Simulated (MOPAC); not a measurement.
MOPAC input (PM3):

```
PM3 FORCE THERMO(298,298) PRECISE LET CHARGE=1 GEO-OK AUX(PRECISION=9) THREADS=1
H3Cl2S2Si

S     1.27680867 1   -1.85312341 1   -0.02700429 1
Si    0.28649156 1    0.02042627 1    0.05135758 1
S    -1.98874111 1   -0.56814188 1   -0.69322151 1
Cl    0.02037620 1    0.72718425 1    1.91507222 1
Cl    0.71806167 1    1.49878192 1   -1.25025698 1
H     1.73303522 1   -1.89898812 1   -1.26369001 1
H    -2.63703691 1   -1.02073393 1    0.33214327 1
H    -2.68465217 1    0.51089948 1   -0.84716658 1
```

From the output:

```
     H    8   0.344033   1.696297

          HEAT OF FORMATION =      76.772493 KCALS/MOLE

          ZERO POINT ENERGY      14.568 KCAL/MOL

           NORMAL COORDINATE ANALYSIS (Total motion = 1 Angstrom)

   Root No.       1         2         3         4         5         6         7         8

                 1 A       2 A       3 A       4 A       5 A       6 A       7 A       8 A

                  62.9      84.2      90.5     134.7     141.1     158.3     247.1     266.8

           1    0.0032   -0.0246   -0.0072    0.0382    0.1105    0.0659    0.0194    0.1851
           2   -0.0070   -0.1387   -0.0200   -0.0103    0.0347   -0.0821   -0.0215    0.0123
           3   -0.0061    0.0136   -0.0682    0.1154   -0.0243   -0.0181   -0.0086   -0.0049
           4   -0.0021   -0.0364   -0.0009    0.0170    0.1006    0.0567   -0.0108   -0.0662
           5    0.0005    0.0161    0.0047    0.0056   -0.0621    0.1140   -0.0135   -0.0088
           6   -0.0028    0.0046   -0.0217   -0.0986    0.0300    0.0250   -0.0011   -0.0018
           7   -0.0091    0.1420    0.0204   -0.0071   -0.0470    0.0081   -0.0009   -0.0150
           8    0.0031   -0.0172    0.0030    0.0143   -0.0421    0.1461   -0.0106   -0.0678
           9    0.0194   -0.0242    0.1111    0.0415   -0.0117   -0.0114    0.0017    0.0014
          10   -0.0067   -0.0542    0.0466   -0.1017   -0.0582   -0.0422    0.0054   -0.0378
          11    0.0084    0.0468    0.0953    0.0435    0.0111   -0.0868    0.0176    0.0314
          12    0.0021    0.0297   -0.0030   -0.0264    0.1456   -0.0080   -0.0083   -0.0922
          13    0.0028   -0.0306   -0.0586    0.0671   -0.0784   -0.0721   -0.0120   -0.0652
          14   -0.0039    0.0888   -0.0758   -0.0513    0.0411   -0.0712   -0.0014    0.0378
          15   -0.0016   -0.0244   -0.0265   -0.0480   -0.1342    0.0159    0.0141    0.0976
          16    0.0030   -0.0407    0.0433   -0.1681    0.1437    0.0869    0.0041    0.0829
          17    0.0393   -0.0941   -0.1567    0.0373    0.0197    0.0239    0.7918   -0.3340
          18   -0.0045    0.0186   -0.0841    0.1685   -0.0338   -0.0210    0.0123   -0.0002
          19    0.4484    0.1268   -0.0509   -0.0764   -0.0914   -0.0076   -0.0584   -0.0139
          20   -0.0982    0.0199   -0.1029   -0.0994    0.0018    0.1480   -0.0001   -0.0119
          21    0.0765   -0.0390    0.1449    0.0791   -0.0283   -0.0136   -0.0030   -0.0169
          22   -0.0657    0.1749    0.0352   -0.0031   -0.0708    0.0045   -0.0020   -0.0141
          23    0.0100   -0.1876   -0.0154    0.0534    0.1081    0.1758    0.0383   -0.0790
          24   -0.4389    0.0452    0.2166    0.1220   -0.0304   -0.0015    0.0361   -0.0131

   Root No.       9        10        11        12        13        14        15        16

                 9 A      10 A      11 A      12 A      13 A      14 A      15 A      16 A

                 342.1     374.7     400.1     516.8     541.0     719.6    1107.1    1621.3

           1   -0.0410   -0.0721    0.0064   -0.0025   -0.0000   -0.0145   -0.0002   -0.0057
           2   -0.0109   -0.0031   -0.0012   -0.0028   -0.0018   -0.0011   -0.0002    0.0007
           3    0.0025    0.0061    0.0039   -0.0007    0.0000    0.0288    0.0002   -0.0291
           4    0.1197    0.1878   -0.0324   -0.0107   -0.0224   -0.0119   -0.0007   -0.0018
           5    0.2129   -0.1169   -0.0005    0.0131    0.0067    0.0016    0.0022    0.0000
           6    0.0175    0.0206    0.1952   -0.0250    0.0184   -0.0324   -0.0012    0.0002
           7   -0.0368    0.0184   -0.0012    0.0120    0.0177   -0.0004   -0.0141    0.0001
           8   -0.1702    0.0158   -0.0061   -0.0277   -0.0080   -0.0008   -0.0111    0.0001
           9   -0.0033    0.0048    0.0144    0.0219   -0.0117    0.0015   -0.0117    0.0003
          10   -0.0148   -0.0525   -0.0375    0.0052    0.0006   -0.0027    0.0001    0.0002
          11    0.0060    0.0412    0.0339   -0.0019   -0.0008   -0.0006    0.0000   -0.0000
          12   -0.0220   -0.0905   -0.0812    0.0088   -0.0011    0.0023    0.0002   -0.0000
          13   -0.0078   -0.0477    0.0537    0.0000    0.0046    0.0013    0.0001   -0.0001
          14   -0.0019    0.0304   -0.0352   -0.0024    0.0008    0.0001   -0.0000   -0.0000
          15    0.0089    0.0673   -0.0849    0.0009   -0.0047    0.0017   -0.0000   -0.0001
          16    0.0272    0.0541    0.1760   -0.0482    0.0268    0.8619    0.0028    0.2295
          17    0.0832   -0.0533    0.0214   -0.0231   -0.0338    0.0153    0.0013   -0.0212
          18   -0.0046   -0.0119   -0.0404    0.0106   -0.0091   -0.1882    0.0002    0.9233
          19   -0.0502   -0.0206   -0.0070   -0.0802   -0.1018   -0.0050    0.4715   -0.0011
          20   -0.2343    0.0758    0.3180    0.4662   -0.3501    0.0302    0.1056   -0.0050
          21    0.0186   -0.0186   -0.0981   -0.1493    0.0955   -0.0076   -0.0522   -0.0106
          22   -0.0406   -0.0323   -0.0022   -0.0567   -0.0477   -0.0006   -0.0088   -0.0043
          23   -0.1656    0.3123   -0.0477    0.3145    0.5138   -0.0080    0.1942   -0.0012
          24   -0.0155   -0.0741   -0.0396   -0.1770   -0.0218   -0.0084    0.4456    0.0004

   Root No.      17        18

                17 A      18 A

                1662.7    1719.5

           1   -0.0002    0.0000
           2    0.0000    0.0001
           3   -0.0003    0.0002
           4    0.0002    0.0004
           5    0.0001   -0.0000
           6    0.0002   -0.0004
           7   -0.0143   -0.0168
           8   -0.0074    0.0026
           9   -0.0140    0.0159
          10   -0.0000   -0.0000
          11   -0.0001    0.0000
          12   -0.0000    0.0000
          13   -0.0000   -0.0001
          14    0.0000   -0.0001
          15   -0.0000    0.0000
          16    0.0015   -0.0004
          17   -0.0014    0.0007
          18    0.0082   -0.0032
          19   -0.0016    0.0229
          20    0.1683   -0.1460
          21    0.4791   -0.4389
          22    0.4554    0.5021
          23    0.0679    0.0627
          24   -0.0346   -0.0601

           MASS-WEIGHTED COORDINATE ANALYSIS (NORMAL COORDINATES)

   Root No.       1         2         3         4         5         6         7         8

                 1 A       2 A       3 A       4 A       5 A       6 A       7 A       8 A

                  62.9      84.2      90.5     134.7     141.1     158.3     247.1     266.8

           1    0.0268   -0.0985   -0.0338    0.1652    0.3711    0.2461    0.1305    0.6715
           2   -0.0600   -0.5543   -0.0941   -0.0447    0.1165   -0.3069   -0.1452    0.0448
           3   -0.0516    0.0543   -0.3202    0.4992   -0.0816   -0.0675   -0.0578   -0.0179
           4   -0.0169   -0.1360   -0.0038    0.0689    0.3164    0.1984   -0.0679   -0.2247
           5    0.0043    0.0604    0.0205    0.0229   -0.1952    0.3987   -0.0852   -0.0298
           6   -0.0222    0.0172   -0.0952   -0.3991    0.0944    0.0875   -0.0067   -0.0061
           7   -0.0775    0.5678    0.0957   -0.0306   -0.1579    0.0304   -0.0059   -0.0544
           8    0.0267   -0.0688    0.0140    0.0618   -0.1416    0.5457   -0.0711   -0.2461
           9    0.1654   -0.0968    0.5218    0.1796   -0.0393   -0.0426    0.0112    0.0052
          10   -0.0602   -0.2280    0.2301   -0.4625   -0.2055   -0.1656    0.0380   -0.1441
          11    0.0753    0.1969    0.4708    0.1978    0.0393   -0.3410    0.1245    0.1199
          12    0.0191    0.1247   -0.0150   -0.1199    0.5144   -0.0314   -0.0590   -0.3515
          13    0.0253   -0.1284   -0.2894    0.3051   -0.2770   -0.2833   -0.0847   -0.2486
          14   -0.0351    0.3732   -0.3743   -0.2334    0.1452   -0.2798   -0.0102    0.1442
          15   -0.0141   -0.1026   -0.1310   -0.2181   -0.4742    0.0623    0.1000    0.3723
          16    0.0045   -0.0288    0.0360   -0.1289    0.0856    0.0576    0.0050    0.0533
          17    0.0593   -0.0667   -0.1305    0.0286    0.0117    0.0158    0.9459   -0.2148
          18   -0.0068    0.0132   -0.0700    0.1292   -0.0201   -0.0139    0.0147   -0.0001
          19    0.6770    0.0899   -0.0424   -0.0586   -0.0545   -0.0051   -0.0698   -0.0089
          20   -0.1482    0.0141   -0.0856   -0.0762    0.0011    0.0980   -0.0001   -0.0076
          21    0.1155   -0.0276    0.1206    0.0606   -0.0169   -0.0090   -0.0036   -0.0109
          22   -0.0992    0.1240    0.0293   -0.0023   -0.0422    0.0030   -0.0024   -0.0091
          23    0.0151   -0.1329   -0.0128    0.0409    0.0644    0.1164    0.0457   -0.0508
          24   -0.6627    0.0321    0.1803    0.0936   -0.0181   -0.0010    0.0432   -0.0084

   Root No.       9        10        11        12        13        14        15        16

                 9 A      10 A      11 A      12 A      13 A      14 A      15 A      16 A

                 342.1     374.7     400.1     516.8     541.0     719.6    1107.1    1621.3

           1   -0.1377   -0.2628    0.0258   -0.0209   -0.0003   -0.0890   -0.0019   -0.0334
           2   -0.0366   -0.0112   -0.0047   -0.0232   -0.0153   -0.0069   -0.0020    0.0043
           3    0.0085    0.0220    0.0155   -0.0061    0.0001    0.1768    0.0015   -0.1697
           4    0.3763    0.6406   -0.1217   -0.0837   -0.1758   -0.0681   -0.0050   -0.0097
           5    0.6694   -0.3988   -0.0018    0.1022    0.0523    0.0089    0.0163    0.0002
           6    0.0551    0.0704    0.7344   -0.1955    0.1444   -0.1859   -0.0091    0.0012
           7   -0.1237    0.0670   -0.0050    0.0998    0.1484   -0.0027   -0.1138    0.0007
           8   -0.5717    0.0576   -0.0246   -0.2316   -0.0672   -0.0051   -0.0896    0.0007
           9   -0.0110    0.0176    0.0578    0.1825   -0.0980    0.0091   -0.0945    0.0016
          10   -0.0523   -0.2013   -0.1584    0.0455    0.0057   -0.0176    0.0009    0.0013
```

The dipole moment of an ion depends on the origin.
